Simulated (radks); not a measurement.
The numbers below are computed, except where a source is named.
Question: The antimony anion Sb3-, [Xe], held by a Watson sphere: a shell of charge +3 at radius R that stands for the Madelung well of a crystal (potential energy -3/R inside, -3/r outside, in hartree with lengths in bohr). Code: a radial shooting solver on a logarithmic mesh with Libxc functionals. Model: scalar-relativistic Kohn-Sham, r2SCAN, spin-polarised, spherical densities, finite nucleus; meta-GGA in the generalised Kohn-Sham scheme; Fermi nuclear charge, rms radius of each element as measured or else 0.836 A^(1/3) + 0.57 fm.

| R (bohr) | e(4d) (eV) | e(5s) (eV) | e(5p) (eV) | <r> 5p (bohr) | sum of <r^2> (bohr^2) | X-ray form factor at sin(theta)/lambda = 0.2 1/angstrom |
|---|---|---|---|---|---|---|
| 2.48 | -34.217 | -15.687 | -7.417 | 2.734 | 84.04 | 40.952 |
| 3.28 | -32.422 | -13.397 | -6.119 | 3.048 | 98.14 | 40.736 |
| 4.79 | -31.180 | -10.867 | -4.028 | 3.609 | 127.3 | 40.783 |
| 4.89 | -31.126 | -10.760 | -3.921 | 3.645 | 129.3 | 40.791 |

Estimate the row for R = 3.83 bohr.

Answer: e(4d) (eV) -31.838; e(5s) (eV) -12.241; e(5p) (eV) -5.262; <r> 5p (bohr) 3.259; sum of <r^2> (bohr^2) 108.4; X-ray form factor at sin(theta)/lambda = 0.2 1/angstrom 40.718.
